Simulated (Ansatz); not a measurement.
`C=C[CH2][Ge]([CH3])([F])[O]C` at its PBE0-D4/def2-TZVP geometry, where that method's forces vanish. The species carries charge 0 and has multiplicity 1.

```xyz
19

C    -0.3048    0.8670   -2.9546
C     0.4258    1.0206   -1.8574
C    -0.1100    1.0847   -0.4707
Ge    0.0946   -0.6320    0.4490
C     1.6969   -1.6594    0.1566
F    -1.2710   -1.5832   -0.0906
O    -0.1014   -0.4635    2.1987
C    -1.2535    0.1526    2.7269
H     0.1557    0.8033   -3.9330
H    -1.3870    0.7975   -2.9108
H     1.5084    1.0782   -1.9551
H    -1.1781    1.3141   -0.4648
H     0.4074    1.8394    0.1281
H     1.8168   -1.8677   -0.9066
H     2.5675   -1.1100    0.5168
H     1.6201   -2.6000    0.7018
H    -1.1749    0.1362    3.8162
H    -2.1681   -0.3775    2.4392
H    -1.3447    1.1998    2.4103
```

(1) What forces (eV/Å) does PBE-D4/def2-TZVPP give on these atoms in the Gaussian-basis code of Ansatz? (An estimate is asked.)

Results:

(1) Computed: 
```
C1  -0.200 -0.046 -0.341
C2   0.165  0.050  0.356
C3   0.028  0.125 -0.115
Ge4  0.356  0.182 -0.210
C5   0.075 -0.041  0.007
F6  -0.523 -0.367 -0.226
O7   0.403 -0.197  0.438
C8  -0.198  0.111  0.062
H9   0.081 -0.016 -0.214
H10 -0.229 -0.015 -0.002
H11  0.236  0.014 -0.010
H12 -0.213  0.037  0.013
H13  0.102  0.133  0.138
H14  0.018 -0.033 -0.198
H15  0.167  0.102  0.065
H16 -0.013 -0.177  0.103
H17  0.009  0.002  0.237
H18 -0.217 -0.099 -0.047
H19 -0.046  0.235 -0.053
```
